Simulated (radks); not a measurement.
Neutral hafnium, 72 electrons, occupied as [Xe] 4f14 5d2 6s1 6p1 (not the ground configuration). All-electron calculation, non-relativistic Kohn-Sham, PBE, spin-polarised, spherical densities, point nucleus; open shells are filled with parallel spins first (spin-orbit coupling, left out, can overturn this in heavy ions); relativity is left out, which matters for an element this heavy. Program: a radial shooting solver on a logarithmic mesh with Libxc functionals.

Normalised radial functions P(r) = r R(r), r in bohr:

r            6s up  5d down    6p up
0.0008151   0.0087   0.0000   0.0001
0.001317    0.0135   0.0000   0.0003
0.002112    0.0204   0.0000   0.0007
0.003413    0.0299   0.0001   0.0018
0.005515    0.0409   0.0003   0.0044
0.008842    0.0492   0.0011   0.0100
0.01429     0.0456   0.0040   0.0213
0.02309     0.0159   0.0138   0.0397
0.03732    -0.0424   0.0420   0.0577
0.05983    -0.0815   0.1031   0.0479
0.09669    -0.0120   0.1845  -0.0202
0.1563      0.1127   0.1660  -0.0850
0.2505      0.0096  -0.0824   0.0045
0.4049     -0.1712  -0.3060   0.1264
0.6543      0.0859  -0.0220  -0.0408
1.057       0.2694   0.5183  -0.2205
1.695      -0.1472   0.7155  -0.0094
2.74       -0.5760   0.5100   0.3848
4.427      -0.4576   0.1977   0.4988
7.098      -0.1296   0.0352   0.2642
11.47      -0.0104   0.0030   0.0568

6s up: eigenvalue -5.594 eV, 5 radial nodes at r = 0.0268, 0.101, 0.255, 0.588, 1.50 bohr, <r> = 3.63 bohr, 90 % of the charge inside 5.32 bohr. 5d down (empty): eigenvalue -3.446 eV, 2 radial nodes at r = 0.222, 0.668 bohr, <r> = 2.19 bohr, 90 % of the charge inside 3.48 bohr. 6p up: eigenvalue -2.387 eV, 4 radial nodes at r = 0.0866, 0.247, 0.608, 1.71 bohr, <r> = 4.75 bohr, 90 % of the charge inside 7.15 bohr.
